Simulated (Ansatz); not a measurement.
Ti₃Se₄⁺. Total charge 1; doublet. Geometry PBE-D4/def2-SVP; atoms count from 1.

```xyz
7

Ti    0.686   -1.665    1.004
Ti   -1.304    0.074    0.423
Ti    0.946    0.938    0.324
Se   -1.013    2.652    0.168
Se   -0.527    1.174   -1.683
Se   -1.333   -2.332   -0.033
Se    2.545   -0.841   -0.204
```

The charge 1 doublet is spin-contaminated (final ⟨S²⟩ up to 1.58, 0.75 for a pure state). Another isomer (doublet) lies 2.63 eV lower at PBE0-D4/def2-TZVP; other spin states weren't run for this one.

(1) Estimate the Mulliken populations from the PBE0/def2-TZVP orbitals of Ansatz.

(2) Where does the spin sit?

(3) And the Mayer bond orders between heavy atoms (over 0.3)?

Answers

(1) 
```
atom  charge (e)  spin (α − β)  d electrons
 Ti1        0.70         -1.19         2.50
 Ti2        0.53          1.12         2.55
 Ti3        0.53          1.22         2.56
 Se4       -0.12         -0.08            –
 Se5        0.03         -0.13            –
 Se6       -0.34          0.03            –
 Se7       -0.33          0.03            –
```
Mulliken values depend strongly on the basis.

(2) Summed by element: Ti 1.15, Se -0.15, of 1 unpaired in all. Largest on single atoms: Ti3 1.22, Ti1 -1.19, Ti2 1.12.

(3) Ti1–Ti2 0.70 (2.71 Å); Ti1–Ti3 0.70 (2.70 Å); Ti1–Se6 1.20 (2.37 Å); Ti1–Se7 1.24 (2.37 Å); Ti2–Ti3 1.31 (2.41 Å); Ti2–Se4 0.63 (2.61 Å); Ti2–Se5 0.78 (2.50 Å); Ti2–Se6 1.11 (2.45 Å); Ti3–Se4 0.61 (2.61 Å); Ti3–Se5 0.79 (2.50 Å); Ti3–Se7 1.08 (2.45 Å); Se4–Se5 0.97 (2.42 Å).
